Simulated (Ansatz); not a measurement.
Reaction (formal exchange of groups at a Te–C bond): `OC(F)[TeH]` + `O[SiH](O)S` → `O[Si](O)(S)[TeH]` + `OCF`

Isolated molecules relaxed with PBE0-D4/def2-TZVP in Ansatz; ΔE leaves out vibrations. CCSD(T)/CBS adds triple-zeta CCSD(T) − MP2 to the extrapolated MP2 energy (def2 sets, frozen cores). Functionals use def2-TZVPP. HSE06 is defined as in plane-wave codes. def2 core potentials past Kr. For Te outer-core shells are correlated without core-valence functions, which leaves a few kJ/mol of doubt a bond. Each species was taken in one conformer, which may not be the lowest.

**Question.** Is it downhill or uphill in electronic energy at CCSD(T)/CBS, and by how much? (Estimate.)

**Answer.** The calculation gave: Downhill: ΔE = -25.7 kcal/mol.

**Question.** What do these levels give: revPBE-D4, B97M-V, HSE06-D4, PBE, revPBE, BLYP, r2SCAN0, BHLYP, CCSD/def2-SVP, HF/def2-TZVPP, CCSD(T)/def2-TZVPP, MP2/def2-QZVPP? (Estimate.)

**Answer.** Computed: revPBE-D4 -24.3, B97M-V -24.6, HSE06-D4 -26.5, PBE -23.5, revPBE -23.3, BLYP -21.3, r2SCAN0 -26.0, BHLYP -25.2, CCSD/def2-SVP -26.0, HF/def2-TZVPP -26.6, CCSD(T)/def2-TZVPP -24.8, MP2/def2-QZVPP -27.1 kcal/mol.

Largest T1 diagnostic among the species: 0.012.

From r2SCAN to r2SCAN0 (25 % exact exchange), in def2-TZVPP and without D4, ΔE moves by −1.7 kcal/mol. The D4 term adds −1.6 kcal/mol with B3LYP and −0.9 kcal/mol with PBE0; it sums over pairs of atoms, weighted by their polarisabilities, and B3LYP, whose exchange is more repulsive, gets the larger term. Leaving LDA and LC-ωPBE aside and taking each functional with its dispersion term where it has one, the values, not all of them listed here, spread over 4.1 kcal/mol, from BHLYP-D4 to BLYP-D4.

B3LYP here is the variant with VWN-RPA as its local correlation; programs differ in this.
